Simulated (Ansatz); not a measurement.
Born–Oppenheimer molecular dynamics of BClH$_{5}$NO (9 atoms, charge 0, multiplicity 1). It starts at the highest image of a converged band. Of that band: The profile has 2 maxima (images 3, 5) with wells between them (image 4): this band takes more than one step, which may be the mechanism or a detour left from its start path. Neighbouring images differ by up to 1.4 eV, so the band resolves the path poorly. A vibrational analysis at the climbing image gives one clearly imaginary mode, 325i cm⁻¹: a first-order saddle point.

Level of theory: RHF/def2-SVP in Ansatz 0.2.0.

```
ensemble                      : NVE (velocity Verlet)
time step                     : 0.5 fs
steps asked                   : 200
starting velocities drawn for : 300 K
seed                          : 7965
```

Frames 1 fs apart, positions in Å, forces in eV/Å.

Velocities at 75 fs (Å/ps):

```
B -3.28 7.71 -9.88
O -6.93 -9.66 8.77
H 31.98 -10.58 30.94
N 3.07 5.75 -6.09
H -10.95 33.62 -9.80
H 21.08 -43.83 37.72
H -10.75 -10.89 30.63
Cl 2.68 1.23 -1.03
H -22.89 -20.61 -1.84
```

```xyz
9
Properties=species:S:1:pos:R:3:forces:R:3 time_fs=75 energy_less_start_eV=-0.567 T=927
B 0.017 0.741 -0.038 1.36 0.26 -0.54
O -0.199 -0.499 1.775 -0.14 -1.39 0.27
H -0.348 -1.453 1.668 0.15 1.40 0.14
N 1.205 0.216 -0.619 -0.05 0.02 -0.64
H 2.076 0.728 -0.565 -0.62 -0.29 0.19
H 1.250 -0.504 -1.327 -0.35 0.30 0.51
H -1.102 0.363 -0.330 0.54 0.54 0.11
Cl 0.396 2.368 0.794 -0.83 -0.73 -0.17
H -0.946 -0.151 2.240 -0.06 -0.11 0.14
9
Properties=species:S:1:pos:R:3:forces:R:3 time_fs=76 energy_less_start_eV=-0.574 T=935
B 0.015 0.749 -0.048 1.46 0.11 -0.48
O -0.206 -0.509 1.784 -0.15 -0.65 0.51
H -0.315 -1.457 1.700 -0.01 0.73 0.07
N 1.208 0.222 -0.626 -0.36 -0.01 -0.58
H 2.063 0.760 -0.574 -0.51 -0.40 0.10
H 1.270 -0.546 -1.286 -0.31 0.57 0.59
H -1.110 0.355 -0.299 0.59 0.58 0.01
Cl 0.399 2.369 0.793 -0.84 -0.71 -0.24
H -0.969 -0.172 2.239 0.13 -0.22 0.01
9
Properties=species:S:1:pos:R:3:forces:R:3 time_fs=77 energy_less_start_eV=-0.572 T=933
B 0.013 0.757 -0.059 1.58 0.02 -0.36
O -0.213 -0.520 1.794 -0.15 0.43 0.69
H -0.283 -1.455 1.732 -0.14 -0.33 0.00
N 1.211 0.228 -0.632 -0.86 -0.07 -0.43
H 2.044 0.788 -0.582 -0.19 -0.38 0.03
H 1.286 -0.583 -1.241 -0.24 0.72 0.54
H -1.112 0.352 -0.268 0.55 0.58 -0.11
Cl 0.401 2.370 0.792 -0.84 -0.67 -0.30
H -0.990 -0.196 2.237 0.27 -0.29 -0.07
9
Properties=species:S:1:pos:R:3:forces:R:3 time_fs=78 energy_less_start_eV=-0.558 T=918
B 0.013 0.765 -0.070 1.73 -0.01 -0.21
O -0.220 -0.530 1.803 -0.10 1.22 0.71
H -0.252 -1.456 1.764 -0.17 -1.16 -0.01
N 1.213 0.233 -0.639 -1.40 -0.07 -0.20
H 2.024 0.813 -0.590 0.23 -0.29 -0.02
H 1.300 -0.613 -1.190 -0.16 0.70 0.37
H -1.110 0.355 -0.238 0.42 0.52 -0.23
Cl 0.403 2.370 0.790 -0.82 -0.62 -0.35
H -1.009 -0.222 2.236 0.27 -0.29 -0.06
9
Properties=species:S:1:pos:R:3:forces:R:3 time_fs=79 energy_less_start_eV=-0.552 T=911
B 0.015 0.773 -0.081 1.86 0.02 -0.03
O -0.227 -0.539 1.813 0.05 1.07 0.58
H -0.222 -1.467 1.796 -0.14 -1.11 0.04
N 1.214 0.239 -0.646 -1.82 0.05 0.03
H 2.006 0.835 -0.598 0.58 -0.22 -0.06
H 1.313 -0.636 -1.135 -0.07 0.54 0.14
H -1.103 0.363 -0.210 0.23 0.43 -0.34
Cl 0.405 2.371 0.789 -0.80 -0.55 -0.40
H -1.026 -0.250 2.233 0.10 -0.23 0.03
9
Properties=species:S:1:pos:R:3:forces:R:3 time_fs=80 energy_less_start_eV=-0.551 T=910
B 0.018 0.781 -0.092 1.93 0.11 0.17
O -0.234 -0.548 1.823 0.31 0.08 0.41
H -0.194 -1.489 1.829 -0.15 -0.22 0.09
N 1.214 0.245 -0.654 -1.95 0.30 0.20
H 1.993 0.854 -0.607 0.73 -0.26 -0.08
H 1.325 -0.654 -1.079 0.02 0.31 -0.07
H -1.094 0.374 -0.185 0.01 0.31 -0.43
Cl 0.406 2.372 0.788 -0.77 -0.47 -0.43
H -1.042 -0.281 2.231 -0.14 -0.15 0.15
9
Properties=species:S:1:pos:R:3:forces:R:3 time_fs=81 energy_less_start_eV=-0.539 T=896
B 0.023 0.789 -0.103 1.88 0.23 0.38
O -0.241 -0.557 1.834 0.54 -1.00 0.34
H -0.167 -1.512 1.863 -0.22 0.79 0.07
N 1.213 0.251 -0.660 -1.72 0.55 0.24
H 1.987 0.872 -0.616 0.64 -0.43 -0.08
H 1.337 -0.669 -1.024 0.06 0.16 -0.21
H -1.085 0.389 -0.165 -0.18 0.19 -0.50
Cl 0.408 2.372 0.786 -0.72 -0.37 -0.45
H -1.059 -0.314 2.231 -0.28 -0.11 0.21
9
Properties=species:S:1:pos:R:3:forces:R:3 time_fs=82 energy_less_start_eV=-0.526 T=882
B 0.030 0.797 -0.113 1.66 0.37 0.59
O -0.248 -0.566 1.845 0.55 -1.57 0.41
H -0.142 -1.528 1.897 -0.30 1.35 0.03
N 1.210 0.257 -0.667 -1.21 0.62 0.13
H 1.988 0.885 -0.626 0.41 -0.65 -0.07
H 1.350 -0.683 -0.971 0.05 0.18 -0.25
H -1.077 0.406 -0.149 -0.28 0.08 -0.55
Cl 0.409 2.372 0.785 -0.68 -0.27 -0.46
H -1.079 -0.347 2.232 -0.20 -0.11 0.17
9
Properties=species:S:1:pos:R:3:forces:R:3 time_fs=83 energy_less_start_eV=-0.529 T=885
B 0.038 0.806 -0.123 1.24 0.50 0.81
O -0.255 -0.577 1.856 0.29 -1.46 0.54
H -0.120 -1.532 1.931 -0.30 1.25 -0.01
N 1.207 0.264 -0.674 -0.55 0.42 -0.08
H 1.992 0.892 -0.636 0.17 -0.81 -0.03
H 1.363 -0.695 -0.920 -0.02 0.36 -0.24
H -1.073 0.423 -0.138 -0.27 0.01 -0.57
Cl 0.410 2.372 0.783 -0.62 -0.15 -0.46
H -1.100 -0.382 2.235 0.06 -0.13 0.04
9
Properties=species:S:1:pos:R:3:forces:R:3 time_fs=84 energy_less_start_eV=-0.541 T=898
B 0.047 0.815 -0.133 0.66 0.63 1.03
O -0.261 -0.588 1.867 -0.11 -0.76 0.61
H -0.101 -1.524 1.965 -0.17 0.54 0.02
N 1.203 0.270 -0.681 0.12 0.00 -0.31
H 1.998 0.891 -0.647 0.03 -0.82 0.01
H 1.376 -0.703 -0.872 -0.15 0.58 -0.25
H -1.070 0.441 -0.133 -0.16 -0.02 -0.58
Cl 0.411 2.372 0.781 -0.56 -0.03 -0.44
H -1.121 -0.418 2.238 0.35 -0.12 -0.10
9
Properties=species:S:1:pos:R:3:forces:R:3 time_fs=85 energy_less_start_eV=-0.540 T=897
B 0.057 0.824 -0.141 0.00 0.75 1.23
O -0.267 -0.600 1.879 -0.49 0.21 0.54
H -0.084 -1.511 2.000 0.07 -0.48 0.12
N 1.200 0.277 -0.688 0.67 -0.50 -0.52
H 2.004 0.882 -0.658 0.03 -0.67 0.07
H 1.387 -0.706 -0.825 -0.28 0.70 -0.29
H -1.070 0.458 -0.134 0.01 -0.04 -0.57
Cl 0.412 2.372 0.779 -0.50 0.10 -0.41
H -1.138 -0.455 2.240 0.48 -0.07 -0.18
9
Properties=species:S:1:pos:R:3:forces:R:3 time_fs=86 energy_less_start_eV=-0.529 T=885
B 0.067 0.835 -0.148 -0.62 0.86 1.39
O -0.273 -0.611 1.891 -0.61 0.83 0.36
H -0.066 -1.503 2.036 0.29 -1.17 0.23
N 1.196 0.284 -0.695 1.06 -0.92 -0.67
H 2.010 0.868 -0.668 0.14 -0.40 0.12
H 1.396 -0.702 -0.782 -0.40 0.60 -0.37
H -1.069 0.475 -0.140 0.18 -0.05 -0.55
Cl 0.413 2.373 0.777 -0.43 0.23 -0.36
H -1.151 -0.493 2.241 0.39 0.02 -0.15
```

Of the whole run (100 fs, mean temperature of the second half 813 K): The conserved energy stayed within 0.13 meV per atom of its start (net change 0.072 meV per atom), so the integration is sound. The kinetic energy rose, since the run started high on the potential surface and went downhill. It ends in pieces (BClH3N + H2O), so much of that is their flight and rotation, not heat. A run of 0.1 ps of so small a system gives no equilibrium averages. The orbitals stay closed-shell, which can raise the energy where a bond breaks towards radicals; this wasn't checked here.

The run took 3.9 min on 1 thread of Arm Neoverse V2, with other jobs on the host, peak memory 0.14 GiB.
